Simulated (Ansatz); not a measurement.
One change: `[NH2][GaH][NH2]` becomes `[NH2][InH][NH2]`.

Ansatz, PBE0-D4/def2-TZVP geometries, multiplicity 1. Each molecule was computed in one conformer, which needn't be the lowest.

Elements past krypton have def2 core potentials. Scalar relativity is left out up to krypton.

```
                                      property  `[NH2][GaH][NH2]`
         HOMO energy (ωB97M-V/def2-TZVPP) / eV              -9.08
           HOMO energy (B3LYP/def2-TZVPP) / eV              -6.47
           HOMO–LUMO gap (PBE/def2-TZVPP) / eV               4.86
zero-point energy (PBE0-D4/def2-TZVP) / kJ/mol              149.1
            LUMO energy (PBE0/def2-TZVPP) / eV               0.30
       HOMO–LUMO gap (ωB97M-V/def2-TZVPP) / eV              11.03
```

**Question.** Give the same properties after the change, and the shifts. (Estimate.)

**Answer.** Ansatz gave: 
| property | `[NH2][InH][NH2]` | shift |
| --- | --- | --- |
| HOMO energy (ωB97M-V/def2-TZVPP) / eV | -9.06 | 0.02 |
| HOMO energy (B3LYP/def2-TZVPP) / eV | -6.47 | 0.00 |
| HOMO–LUMO gap (PBE/def2-TZVPP) / eV | 4.20 | -0.66 |
| zero-point energy (PBE0-D4/def2-TZVP) / kJ/mol | 146.2 | -2.9 |
| LUMO energy (PBE0/def2-TZVPP) / eV | -0.47 | -0.77 |
| HOMO–LUMO gap (ωB97M-V/def2-TZVPP) / eV | 9.90 | -1.13 |

B3LYP here is the variant with VWN-RPA as its local correlation; programs differ in this.
